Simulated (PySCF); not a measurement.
H2Pb2, SMILES [PbH]#[PbH].

The structure is a stationary point at PBE0-D3(BJ)/def2-TZVP. The def2 effective core potentials stand for the cores of Pb; spin–orbit coupling is left out.

The numbers are results of PBE0-D3(BJ)/def2-TZVP run with PySCF 2.14.0, not measurements.

Frequencies are harmonic and unscaled.

| mode | ν (cm⁻¹) | IR (km/mol) | Raman (Å⁴/amu) | depolarisation | moving atoms (share of kinetic energy) |
|---|---|---|---|---|---|
| 1 | 142 | 0.7 | 18.0 | 0.25 | Pb 99 % |
| 2 | 623 | 63.8 | 9.8 | 0.22 | H 99 % |
| 3 | 840 | 0.0 | 0.0 | – | H 100 % |
| 4 | 949 | 391.1 | 5.7 | 0.75 | H 99 % |
| 5 | 1151 | 172.0 | 31.2 | 0.75 | H 100 % |
| 6 | 1210 | 54.4 | 110.4 | 0.09 | H 100 % |
